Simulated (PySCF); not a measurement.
Choosing a molecule for a target property.

Species are written as SMILES; each is one conformer at its optimised geometry, gas phase, non-relativistic unless stated; the electronic structure was computed with PySCF and density fitting.

Dipoles, sizes and rotational constants follow the conformer. The torsions of the flexible species, by atom-mapped SMILES:
- `[CH2:1]=[CH:2][CH2:3][C@@H:4]1[CH2:5][C@@H:6]([Si@H:7]([F:8])[SiH3:9])[O:10]1`: C1–C2–C3–C4 -117°, C2–C3–C4–C5 -72°, C5–C6–Si7–F8 -84°
- `[CH3:1][O:2]/[C:3]([SiH3:4])=[C:5](\[F:6])[SiH2:7][CH:8]1[CH2:9][CH2:10]1`: C1–O2–C3–Si4 180°, C3–C5–Si7–C8 97°, C5–Si7–C8–C9 -94°
- `[CH3:1][O:2][C:3]1=[CH:4][O:5][Si@@H:6]([CH2:7][Cl:8])[SiH2:9]1`: C1–O2–C3–C4 -1°, O5–Si6–C7–Cl8 -171°
- `[CH3:1][CH2:2][C@@H:3]([CH3:4])[NH:5][SiH2:6][CH3:7]`: C1–C2–C3–C4 174°, C2–C3–N5–Si6 144°, C3–N5–Si6–C7 -178°
- `[CH2:1]=[C:2]1[SiH2:3][O:4][Si@@:5]1([Cl:6])[CH2:7][O:8][CH3:9]`: O4–Si5–C7–O8 66°, Si5–C7–O8–C9 -176°

(1) Wanted: HOMO–LUMO gap above 6.6 eV (PBE0/pcSseg-1) and dipole moment below 2.5 D (PBE0/pcSseg-1), at GFN2-xTB geometries. Which candidate meets both?
A. `C=C1[SiH2]O[Si@@]1(Cl)COC`
B. `C([C@@H](C)N[SiH2]C)C`
C. `COC1=CO[Si@@H](CCl)[SiH2]1`
D. `CO/C([SiH3])=C(\F)[SiH2]C1CC1`
E. `C=CC[C@@H]1C[C@@H]([Si@H](F)[SiH3])O1`

(2) Wanted: HOMO energy between -7.3 eV and -6.4 eV (PBE0/pcSseg-1) and smallest rotational constant above 0.37 GHz (GFN2-xTB), at GFN2-xTB geometries. Which candidate meets both?
A. `O(C)/C([SiH3])=C(\F)[SiH2]C1CC1`
B. `ClC[Si@@H]1OC=C(OC)[SiH2]1`
C. `C=CC[C@@H]1C[C@@H]([Si@H](F)[SiH3])O1`
D. `C=C1[SiH2]O[Si@@]1(Cl)COC`

Answers

(1) B. Computed values:
```csv
species,HOMO–LUMO gap,dipole moment
COC1=CO[Si@@H](CCl)[SiH2]1,5.77 eV,2.40 D
CO/C([SiH3])=C(\F)[SiH2]C1CC1,6.31 eV,0.68 D
C=CC[C@@H]1C[C@@H]([Si@H](F)[SiH3])O1,6.54 eV,1.64 D
C=C1[SiH2]O[Si@@]1(Cl)COC,6.66 eV,2.59 D
C([C@@H](C)N[SiH2]C)C,7.67 eV,0.94 D
```

(2) A. Computed values:
```
                              species  HOMO energy  smallest rotational constant
            C=C1[SiH2]O[Si@@]1(Cl)COC     -7.62 eV                     0.626 GHz
C=CC[C@@H]1C[C@@H]([Si@H](F)[SiH3])O1     -7.01 eV                     0.346 GHz
      O(C)/C([SiH3])=C(\F)[SiH2]C1CC1     -6.57 eV                     0.460 GHz
           ClC[Si@@H]1OC=C(OC)[SiH2]1     -6.19 eV                     0.402 GHz
```
